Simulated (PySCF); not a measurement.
# Substituent effects on chemical shifts

Parent skeleton `[CH3:1][S:2]([CH3:3])(=[O:4])=[O:5]`; one hydrogen on atom 1 is replaced by X. Hydrogens on one atom are averaged.

All values are calculated (PySCF 2.14): shielding tensors at PBE0/pcSseg-1 (GIAO), geometry from GFN2-xTB. Equivalent nuclei averaged, gas phase, non-relativistic Hamiltonian, single conformer.

Chemical shifts δ = σref − σ; ¹³C (186.93 ppm) and ¹H (31.72 ppm) vs TMS; ³³S (503.73 ppm) against CS2; H2O for ¹⁷O (336.08 ppm), all at this level.

Parent (X = H): C1 47.9, S2 290.5, C3 47.9, O4 223.7, O5 223.7, H(C1) 2.57, H(C3) 2.57 ppm. Effects are Δδ = δ(X) − δ(H), positive for deshielding.

(1) Give Δδ (ppm) for X = CH2F, SOCH3, tBu.

(2) Which position responds most, and to which substituents?

## Answers

(1) 
```tsv
X	SMILES	C1	S2	C3	O4	O5	H(C1)	H(C3)
CH2F	CS(=O)(=O)CCF	+15.8	+8.4	+1.5	-10.4	-10.4	+0.30	+0.17
SOCH3	C[S@](=O)CS(C)(=O)=O	+21.3	+12.4	+6.1	+4.3	+39.0	+0.62	+0.89
tBu	CC(C)(C)CS(C)(=O)=O	+23.1	+7.6	+2.1	-3.5	-3.5	-0.08	+0.01
```

(2) O5: from -10.4 ppm with CH2F to +39.0 ppm with SOCH3.

Experimental scales use liquid or dissolved standards, which lie at an offset from isolated H2O (liquid H2O: subtract about 36 ppm).
